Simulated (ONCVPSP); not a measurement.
## What one change does to a pseudopotential (platinum, ONCV)

```
Element                 : platinum
Generator               : ONCVPSP 4.0.1
Type                    : optimised norm-conserving Vanderbilt (ONCV)
Functional              : LDA (Perdew-Zunger)
Relativity              : scalar-relativistic
Frozen core             : [Kr] 4d10 4f14
Valence charge          : 18
Reference configuration : 5s2 5p6 5d9 6s1
Partial waves           : 5s+6s: rc 1.50 bohr, ncon 4, nbas 7, qcut 8.8 1/bohr, 3 projectors, debl 2.2 Ha; 5p: rc 1.70 bohr, ncon 4, nbas 7, qcut 10.1 1/bohr, 2 projectors, debl 3.2 Ha; 5d: rc 1.60 bohr, ncon 5, nbas 9, qcut 5.2 1/bohr, 2 projectors, debl 1.5 Ha
Local potential         : polynomial inside 1.15 bohr (lpopt 5, dvloc0 4 Ha)
Core correction         : Teter function, fcfact 5.25, rcfact 1.75
```

All-electron outer shells of the reference configuration (LDA (Perdew-Zunger), scalar-relativistic, ld1.x):

```json
{"shell": "5s", "level (eV)": "-102.20", "outermost node (bohr)": "0.49", "outermost maximum (bohr)": "0.87"}
{"shell": "4f", "level (eV)": "-70.51", "outermost node (bohr)": "–", "outermost maximum (bohr)": "0.38"}
{"shell": "5p", "level (eV)": "-56.29", "outermost node (bohr)": "0.53", "outermost maximum (bohr)": "0.98"}
{"shell": "5d", "level (eV)": "-6.38", "outermost node (bohr)": "0.57", "outermost maximum (bohr)": "1.26"}
{"shell": "6s", "level (eV)": "-5.97", "outermost node (bohr)": "1.14", "outermost maximum (bohr)": "2.38"}
```

Change: d: debl 0.45.

Cutoffs: the cutoffs (Ha) at which the residual kinetic energy of the hardest occupied pseudo-wave falls to 1 and 0.1 mHa per electron; they do not see the model core or the augmentation charge, which bear on the density cutoff. Errors are all-electron minus pseudo energies relative to the spin-unpolarised reference configuration.

Task: How do hardness, ghosts and transferability respond?

Result: The potential gets neither clearly harder nor softer (35 Ha and 101 Ha → 35 Ha and 101 Ha); a bound ghost appears in d, which as a rule spoils a file; the errors of the 4 common tests hardly move.

| quantity | base | changed |
| --- | --- | --- |
| cutoff, loose | 35 Ha | 35 Ha |
| cutoff, tight | 101 Ha | 101 Ha |
| bound ghosts | none | d |
| GHOST(+) flags under 300 eV | none | none |
| error for 5s2 5p6 5d9 6s0, meV [ΔE 9.54 eV] | -6.1 | -6.1 |
| error for 5s2 5p6 5d8 6s0, meV [ΔE 29.80 eV] | -13 | -13 |
| error for 5s2 5p6 5d7 6s0, meV [ΔE 62.32 eV] | -52 | -53 |
| error for 5s2 5p6 5d6 6s0, meV [ΔE 108.26 eV] | -149 | -150 |
| s: phases at 1.52 bohr within 0.05 rad from the reference energy up to (Ha; the scan ends near 5) | to the end of the scan | to the end of the scan |
| p: phases at 1.72 bohr within 0.05 rad from the reference energy up to (Ha; the scan ends near 5) | to the end of the scan | to the end of the scan |
| d: phases at 1.62 bohr within 0.05 rad from the reference energy up to (Ha; the scan ends near 5) | to the end of the scan | 4.7 |
| rms error of d²Exc/dni dnj with the model core, mHa | 3.18 | 3.18 |

 A true bound ghost makes a file unfit for plane-wave use even where its test errors are small: the radial tests pick states by their node count and pass the ghost by.
